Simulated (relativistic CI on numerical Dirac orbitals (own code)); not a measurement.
Slater and spin-orbit integrals, Hg XLIII

These numbers are calculated, not measured: Dirac-Coulomb-Breit CI, KLI orbitals optimised for each configuration, model QED (radiative potential, 1s self-energy scaled to tabulated hydrogen-like ionisation energies), unscaled Slater integrals (own radial code, finite nucleus).

Slater integrals F^k, G^k are unscaled and averaged over j, outside the closed core [Ar] 3d10; ζ comes from projecting the Hamiltonian with its Breit term on Σ l·s of the shell.

- 4s²4p⁶4d²: F^2(4d,4d) = 267830, F^4(4d,4d) = 182590, ζ(4d) = 92434 cm⁻¹; <r>(4d) = 0.3736, <r^2>(4d) = 0.1596 (bohr units).
- 4s²4p⁶4d4f: ζ(4d) = 92329, F^2(4d,4f) = 270380, F^4(4d,4f) = 175710, G^1(4d,4f) = 268370, G^3(4d,4f) = 188290, G^5(4d,4f) = 139370, ζ(4f) = 17306 cm⁻¹; <r>(4d) = 0.3739, <r^2>(4d) = 0.1598, <r>(4f) = 0.3463, <r^2>(4f) = 0.1354 (bohr units).
- 4s²4p⁵4d³: ζ(4p) = 738830, F^2(4d,4d) = 267780, F^4(4d,4d) = 182550, F^2(4p,4d) = 267830, G^1(4p,4d) = 330690, G^3(4p,4d) = 212310, ζ(4d) = 92098 cm⁻¹; <r>(4p) = 0.3742, <r^2>(4p) = 0.1587, <r>(4d) = 0.3736, <r^2>(4d) = 0.1596 (bohr units).

(1) Give the Racah parameters of the d shell in 4s²4p⁶4d².

Averages of the first 10 configurations, taken without configuration mixing, which lowers the lowest level and can move excited configurations by several eV; other configurations of the list can lie among them:

```
Configuration  Parity  States  Average energy above the lowest level (eV)
    4s²4p⁶4d²    even      45                                        40.5
   4s²4p⁶4d4f     odd     140                                       276.8
    4s²4p⁵4d³     odd     720                                       289.9
     4s4p⁶4d³    even     240                                       511.3
  4s²4p⁵4d²4f    even    3780                                       523.5
   4s4p⁶4d²4f     odd    1260                                       745.2
   4s²4p⁶4d5s    even      20                                       657.4
   4s²4p⁶4f5s     odd      28                                       893.2
   4s²4p⁶4d5p     odd      60                                       752.5
    4s²4p⁶4f²    even      91                                       516.1
```

Results:

(1) B = F²/49 − 5F⁴/441 = 3396 cm⁻¹ and C = 35F⁴/441 = 14491 cm⁻¹.
